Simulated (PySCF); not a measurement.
Computed shifts of a molecule C5H8O, PBE/pcSseg-1 (PySCF), GIAO, gas phase, equivalent atoms averaged, in ppm (number of nuclei): ¹³C: 161.3 (1), 109.3 (1), 78.6 (1), 75.4 (1), 41.5 (1). ¹H: 5.67 (1), 5.42 (1), 4.92 (1), 4.62 (1), 4.33 (1), 3.87 (1), 2.94 (1), 2.57 (1). References: ¹³C against TMS (σ = 182.0 ppm); ¹⁷O against H2O (σ = 334.3 ppm); ¹H against TMS (σ = 31.49 ppm), references at their B3LYP-D3(BJ)/def2-TZVP geometries, non-relativistic. Geometry optimised at PBE0-D3(BJ)/def2-SVP. One conformer was computed; it need not be the lowest.

### Question
Which structure fits?
(A) C=C=COCC
(B) C=C1CCOC1
(C) OC1CC=CC1
(D) C[C@@H]1C[C@H]1C=O

### Answer
B, C=C1CCOC1
